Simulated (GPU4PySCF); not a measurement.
C30H21BN2, SMILES c1ccc(N2c3ccccc3B3c4ccccc4N(c4ccccc4)c4cccc2c43)cc1.

The structure is a stationary point at B3LYP-D3(BJ)/def2-SVP. Other conformers were not sampled.

Two levels are set side by side: TDA-PBE/def2-SVP (GPU4PySCF) and TDA-PBE0/def2-SVP (GPU4PySCF). Vertical, same geometry. The lowest singlet is HOMO→LUMO 77 %, HOMO→LUMO+1 19 % with PBE and HOMO→LUMO 94 % with the other functional; states are paired by order. Differences are taken from unrounded values.

```json
[
 {"quantity": "lowest singlet excitation (eV)", "TDA-PBE0": "3.30", "TDA-PBE": "2.72", "TDA-PBE minus TDA-PBE0": "-0.58"},
 {"quantity": "lowest triplet excitation (TDA) (eV)", "TDA-PBE0": "2.72", "TDA-PBE": "2.32", "TDA-PBE minus TDA-PBE0": "-0.40"},
 {"quantity": "first bright state (f over 0.05) (eV)", "TDA-PBE0": "3.30", "TDA-PBE": "2.72", "TDA-PBE minus TDA-PBE0": "-0.58"},
 {"quantity": "its oscillator strength", "TDA-PBE0": "0.27", "TDA-PBE": "0.10", "TDA-PBE minus TDA-PBE0": "-0.17"}
]
```

A lower first singlet is the usual sign of a functional without exact exchange. Differences between two approximate levels are no errors against the true value.
